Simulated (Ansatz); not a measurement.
Reaction (formal hydrolysis of the Si–O bond): `CO[SiH](O)C=O` + H₂O → `O=C[SiH](O)O` + CH₃OH

Calculated with Ansatz (gas phase, PBE0-D4/def2-TZVP geometries, no zero-point term in ΔE). CCSD(T)/CBS adds triple-zeta CCSD(T) − MP2 to the extrapolated MP2 energy (def2 sets, frozen cores). This one scheme is used for every species. DFT in def2-TZVPP. One conformer a species, not always the lowest.

Problem. Is it downhill or uphill in electronic energy at CCSD(T)/CBS, and by how much? (Estimate.)

Solution. Computed: Uphill: ΔE = +4.4 kJ/mol.

Problem. What do these levels give: r2SCAN-D4, ωB97X-V, PBE0, HF/def2-QZVPP, MP2/def2-QZVPP, HF/CBS(def2)? (An estimate is asked.)

Solution. The calculation gave: r2SCAN-D4 0.0, ωB97X-V 1.2, PBE0 -1.9, HF/def2-QZVPP -0.2, MP2/def2-QZVPP 4.6, HF/CBS(def2) -0.1 kJ/mol.

Largest T1 diagnostic among the species: 0.014.

In def2-TZVPP, CCSD(T) changes the Hartree–Fock value by +3.8 kJ/mol (the triples alone add +0.6 kJ/mol) and MP2 by +4.4 kJ/mol. The D4 term adds +5.0 kJ/mol with B3LYP and +3.0 kJ/mol with PBE0; it sums over pairs of atoms, weighted by their polarisabilities, and B3LYP, whose exchange is more repulsive, gets the larger term.

B3LYP here is the variant with VWN-RPA as its local correlation; programs differ in this.
